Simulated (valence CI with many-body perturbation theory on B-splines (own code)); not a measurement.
## Energy levels of Zr34+

Calculated by valence CI with perturbative core correlation (CI+MBPT): four valence electrons over a frozen Dirac-Fock core [He], radial functions for each j: 11 s, 11 p, 9 d, 7 f, 5 g, 2 h, 1 i, with the one-electron correlation potential Σ1 (screened to all orders), the two-electron term Σ2, the three-electron term Σ3, Breit, model QED; selected single and double excitations, second order for the rest (own B-spline code, finite nucleus).

No measured spectrum was set against this ion. As an estimate, large intervals hold to a few tenths of a per cent, small ones and those within an open d or f shell to about a per cent. Among the levels kept, up to 260 cm⁻¹ of a level comes from second order outside the variational space, and about a tenth of that is noise between levels of different J, which matters for small intervals.

Levels 91 to 110 of 110, with energies above the lowest level, (2s^2 2p1/2^2) J=0. "Leading %" is the weight of the configuration and term that name the level; weights of strongly mixed levels are sums over their largest components and can fall short. In the jj column 3d3/2^4 stands for four electrons in 3d with j = 3/2. Lifetimes count E1, E2, E3, M1 and M2 decay at the calculated energies, and are blank where another channel may lead or the interval is too uncertain; long ones can be off by a factor of two.

| No. | Configuration | Term | J | E (× 10³ cm⁻¹) | Leading % | Lifetime | Second component | Leading jj |
| --- | --- | --- | --- | --- | --- | --- | --- | --- |
| 91 | 2s 2p2 3p | 3F° | 3 | 23073 | 52 | 63.5 fs | 26 % 2s 2p2 3p 3D° | 2s 2p1/2 2p3/2 3p3/2 (94 %) |
| 92 | 2s 2p2 3p | 3D° | 2 | 23082 | 34 | 61.8 fs | 24 % 2s 2p2 3p 3P° | 2s 2p1/2 2p3/2 3p3/2 (90 %) |
| 93 | 2s 2p2 3d | 5F | 5 | 23097 | 64 | 249 ps | 36 % 2s 2p2 3d 3G | 2s 2p1/2 2p3/2 3d5/2 (91 %) |
| 94 | 2s 2p2 3d | 3D | 1 | 23106 | 36 | 12.6 fs | 34 % 2s 2p2 3d 3P | 2s 2p1/2 2p3/2 3d5/2 (91 %) |
| 95 | 2s 2p2 3d | 5D | 3 | 23132 | 38 | 8.33 fs | 26 % 2s 2p2 3d 3D | 2s 2p1/2 2p3/2 3d3/2 (56 %) |
| 96 | 2s 2p2 3d | 5P | 2 | 23134 | 41 | 6.95 fs | 19 % 2s 2p2 3d 5D | 2s 2p1/2 2p3/2 3d3/2 (83 %) |
| 97 | 2s 2p2 3p | 3P° | 1 | 23138 | 43 | 67.0 fs | 18 % 2s 2p2 3p 3S° | 2s 2p1/2 2p3/2 3p3/2 (92 %) |
| 98 | 2s 2p2 3p | 3P° | 0 | 23139 | 87 | 1.18 ps | 12 % 2s 2p2 3p 1S° | 2s 2p1/2 2p3/2 3p3/2 (96 %) |
| 99 | 2s 2p2 3p | 3D° | 2 | 23149 | 45 | 63.2 fs | 23 % 2s 2p2 3p 1D° | 2s 2p1/2 2p3/2 3p3/2 (86 %) |
| 100 | 2s 2p2 3d | 5P | 1 | 23151 | 58 | 6.01 fs | 16 % 2s 2p2 3d 3P | 2s 2p1/2 2p3/2 3d3/2 (85 %) |
| 101 | 2s 2p2 3p | 3P° | 1 | 23183 | 58 | 186 fs | 13 % 2s 2p2 3p 1P° | 2s 2p1/2 2p3/2 3p3/2 (85 %) |
| 102 | 2s 2p2 3d | 3F | 2 | 23230 | 29 | 16.7 fs | 27 % 2s 2p2 3d 3P | 2s 2p1/2 2p3/2 3d5/2 (74 %) |
| 103 | 2s 2p2 3d | 3D | 3 | 23241 | 62 | 10.3 fs | 20 % 2s 2p2 3d 1F | 2s 2p1/2 2p3/2 3d5/2 (73 %) |
| 104 | 2s 2p2 3d | 3F | 4 | 23265 | 53 | 8.03 fs | 26 % 2s 2p2 3d 1G | 2s 2p1/2 2p3/2 3d5/2 (66 %) |
| 105 | 2s 2p2 3d | 3D | 1 | 23276 | 56 | 9.49 fs | 20 % 2s 2p2 3d 3P | 2s 2p1/2 2p3/2 3d5/2 (85 %) |
| 106 | 2s 2p2 3d | 3P | 0 | 23284 | 76 | 9.16 fs | 18 % 2s 2p2 3d 1S | 2s 2p1/2 2p3/2 3d5/2 (85 %) |
| 107 | 2s 2p2 3p | 3P° | 2 | 23357 | 32 | 94.2 fs | 23 % 2s 2p2 3p 3D° | 2s 2p3/2^2 3p1/2 (89 %) |
| 108 | 2s 2p2 3d | 3G | 3 | 23371 | 62 | 140 fs | 20 % 2s 2p2 3d 1F | 2s 2p1/2 2p3/2 3d3/2 (96 %) |
| 109 | 2s 2p2 3s | 3S | 1 | 23380 | 59 | 31.8 fs | 24 % 2s 2p2 3s 3P | 2s 2p3/2^2 3s (86 %) |
| 110 | 2s 2p2 3p | 3D° | 3 | 23382 | 51 | 36.2 fs | 20 % 2s 2p2 3p 1F° | 2s 2p3/2^2 3p1/2 (90 %) |
